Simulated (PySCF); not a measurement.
**Adding and removing an electron: BiCl**

r²SCAN; basis Bi def2-SVP with ECP60, Cl def2-SVP; scalar-relativistic core potentials; PySCF 2.14. Neutral (UKS): triplet (π ↑↑), Re = 2.477 Å, ωe = 337 cm⁻¹, De = 2.98 eV, HOMO -5.43 eV, LUMO -3.25 eV.

BiCl⁺ (UKS): doublet (π ↑), Re = 2.383 Å, ωe = 395 cm⁻¹. The energies at the minima are -674.78287 hartree for BiCl and -674.47341 for BiCl⁺.

(1) Work out the adiabatic ionisation energy, without and with harmonic zero-point energies (1 hartree = 27.2114 eV, 1 eV = 8065.5 cm⁻¹), and the change of the bond length.

Spin–orbit coupling is left out, which matters for elements this heavy, above all for dissociation energies. States were picked by a PBE0 search and need not be the measured ground states.

Results:

(1) At r²SCAN: 0.30946 hartree = 8.421 eV between the minima; the zero-point term (395.0 − 337.0)/2 cm⁻¹ = +0.004 eV makes it 8.424 eV. Re changes by -9.4 pm against the neutral. The electron leaves a π orbital; in so polar a molecule the change of length follows mostly from the change of the ionic charges.
